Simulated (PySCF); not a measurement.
Finite-field polarisability of Te (tellurium, neutral)

[Kr] 4d10 5s2 5p4, high-spin 3P determinant. Calculation: PySCF 2.14, in aug-cc-pVDZ-PP with ECP28MDF (5s4p3d, 32 functions); a scalar-relativistic core potential. Frozen: 4s2 4p6 4d10. Energy changes in a uniform field (μhartree):

```
axis  F (au)        HF       MP2      CCSD   CCSD(T)
   x  0.0024   -98.501   -98.614   -98.893   -99.143
   x  0.0048  -394.081  -394.544  -395.664  -396.664
   y  0.0022  -100.208  -102.663  -104.014  -104.559
   y  0.0044  -401.018  -410.865  -416.280  -418.467
```

By symmetry the remaining axis equals x.

Task: Derive α along x at CCSD(T) from the two fields.

Result: With ΔE = −αF²/2 − γF⁴/24, α = −(16 ΔE(F) − ΔE(2F))/(6F²) = 34.42 bohr³.

Task: And the mean polarisability at each level?

Result: The components xx, yy, zz at CCSD(T) are 34.42, 43.20, 34.42, the third axis being equal by symmetry to one of the two computed. Means: HF 36.60, MP2 36.96, CCSD 37.21, CCSD(T) 37.35 bohr³. Reference: 38 ± 4 bohr³ (recommended; Schwerdtfeger and Nagle, table of static dipole polarizabilities (2023 update)).

A double-zeta set is small for polarisabilities.
